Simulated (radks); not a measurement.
Ta4+, 69 electrons, occupied as [Xe] 4f14 5d1.

Method: scalar-relativistic Kohn-Sham, PBE, spin-unpolarised, spherical densities, finite nucleus; Fermi nuclear charge, rms radius 5.3507 fm; computed with a radial shooting solver on a logarithmic mesh with Libxc functionals.

Energy parts (eV):
total: -424477.71
kinetic: 466233.33
electron-nucleus: -1045288.40
Hartree: 163118.23
exchange-correlation: -8540.86

Orbitals (lengths in bohr, moments of r in powers of bohr):
| orbital | occ. | eigenvalue (eV) | <r> | <r^2> | <1/r> |
|---|---|---|---|---|---|
| 1s | 2 | -67389.27 | 0.01867 | 0.0004788 | 85.40 |
| 2s | 2 | -11614.14 | 0.07896 | 0.007376 | 19.96 |
| 2p | 6 | -10185.48 | 0.07057 | 0.006083 | 18.15 |
| 3s | 2 | -2693.233 | 0.2048 | 0.04795 | 7.388 |
| 3p | 6 | -2268.103 | 0.2049 | 0.04865 | 6.836 |
| 3d | 10 | -1771.448 | 0.1856 | 0.04038 | 6.463 |
| 4s | 2 | -582.7791 | 0.4588 | 0.2377 | 3.134 |
| 4p | 6 | -443.2925 | 0.4877 | 0.2706 | 2.851 |
| 4d | 10 | -264.5632 | 0.5231 | 0.3173 | 2.532 |
| 5s | 2 | -114.8778 | 1.091 | 1.335 | 1.221 |
| 5p | 6 | -80.6277 | 1.262 | 1.797 | 1.036 |
| 4f | 14 | -66.9794 | 0.6346 | 0.5087 | 2.008 |
| 5d | 1 | -41.1498 | 1.735 | 3.448 | 0.7355 |
| 6s | 0 | -36.7784 | 2.529 | 7.107 | 0.5076 |
| 6p | 0 | -28.5453 | 2.970 | 9.816 | 0.4314 |
| 5f | 0 | -16.8315 | 3.484 | 13.73 | 0.3499 |

The highest occupied level is 5d at -41.150 eV. The density falls to 0.001 e/bohr^3 at r = 3.07 bohr.
